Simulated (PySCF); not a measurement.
## Correlation energy of Ne²⁺ (neon, charge +2)

[He] 2s2 2p4, high-spin 3P determinant. Calculation: PySCF 2.14, in aug-cc-pVDZ (4s3p2d, 23 functions); the non-relativistic Hamiltonian (point nucleus). Frozen: 1s2; 6 electrons correlated.

MP2 pair energies summed by pair of shells (mhartree):

| pair | energy | share (%) |
| --- | --- | --- |
| 2p-2p | -45.78 | 46.9 |
| 2s-2p | -44.66 | 45.7 |
| 2s-2s | -7.20 | 7.4 |

Total MP2 correlation energy: -97.64 mhartree.

Same-spin part -23.17 and opposite-spin part -74.46 mhartree; SCS-MP2 scales them by 1/3 and 6/5 to -97.08 mhartree.

```json
{"level": "CCSD", "correlation energy (mhartree)": "-111.03"}
{"level": "(T)", "correlation energy (mhartree)": "-0.87"}
{"level": "CCSD(T)", "correlation energy (mhartree)": "-111.90"}
```

Diagnostics: T1 = 0.0036, D1 = 0.0060, largest double amplitude 0.025.

Cost of the coupled-cluster step: 0.18 s of wall time on 1 thread of Neoverse-V1 (shared host), for 6 correlated electrons.

Iterations:

```
CC2 = 0
CCSD nocc = (np.int64(4), np.int64(2)), nmo = (22, 22)
frozen orbitals [[0], [0]]
max_cycle = 100
direct = 0
conv_tol = 1e-08
conv_tol_normt = 1e-06
diis_space = 8
diis_start_cycle = 0
Init t2, MP2 energy = -0.0976372266394415
Init E_corr(UCCSD) = -0.0976372266410259
cycle = 1  E_corr(UCCSD) = -0.108402344241446  dE = -0.0107651176  norm(t1,t2) = 0.0189137
cycle = 2  E_corr(UCCSD) = -0.11035044870491  dE = -0.00194810446  norm(t1,t2) = 0.00531549
cycle = 3  E_corr(UCCSD) = -0.111054724763063  dE = -0.000704276058  norm(t1,t2) = 0.00199522
cycle = 4  E_corr(UCCSD) = -0.111028771020021  dE = 2.5953743e-05  norm(t1,t2) = 0.000398696
cycle = 5  E_corr(UCCSD) = -0.111033791759023  dE = -5.020739e-06  norm(t1,t2) = 6.54924e-05
cycle = 6  E_corr(UCCSD) = -0.111034004858447  dE = -2.13099424e-07  norm(t1,t2) = 1.22145e-05
cycle = 7  E_corr(UCCSD) = -0.111033874387051  dE = 1.30471396e-07  norm(t1,t2) = 2.83555e-06
cycle = 8  E_corr(UCCSD) = -0.111033887650408  dE = -1.32633567e-08  norm(t1,t2) = 4.28652e-07
cycle = 9  E_corr(UCCSD) = -0.111033885818392  dE = 1.83201541e-09  norm(t1,t2) = 5.68972e-08
UCCSD converged
E(UCCSD) = -126.4329088872766  E_corr = -0.1110338858183923
UCCSD(T) correction = -0.00086553989634783
```
